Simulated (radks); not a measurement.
Values are calculated unless marked as measured or tabulated.
Spherical quantum dot in the effective-mass picture: electrons in a well V = -V0 / (1 + exp((r - R)/a)) with V0 = 34.3, R = 1.27, a = 0.089, all in effective atomic units (hartree* = m*/eps^2 hartree, bohr* = eps/m* bohr), one dielectric constant everywhere. Level of theory: non-relativistic Kohn-Sham, LDA (Slater exchange, Perdew-Wang correlation), spin-polarised, spherical densities (a radial shooting solver with Libxc functionals). Levels are named by radial order and angular momentum (1s, 1p, 1d, 2s, ...), and open shells are averaged over m.

N = 4, configuration 1s2 1p(up 2, down 0). This is the lowest configuration that the search found. Occupied and some empty levels:

level,occupation,eigenvalue (hartree*),<r> (bohr*)
1s up,1,-27.249,0.6800
1s down,1,-27.004,0.6783
1p up,2,-24.455,0.7970
1p down,0,-24.195,0.7975
1d up,0,-20.856,0.8764
1d down,0,-20.601,0.8776
2s up,0,-18.869,0.6963
2s down,0,-18.690,0.6973
1f up,0,-16.580,0.9383
1f down,0,-16.337,0.9398

Energy (hartree*): total -111.891, kinetic 14.622, external -133.13, Hartree 9.7024, exchange-correlation -3.0828.
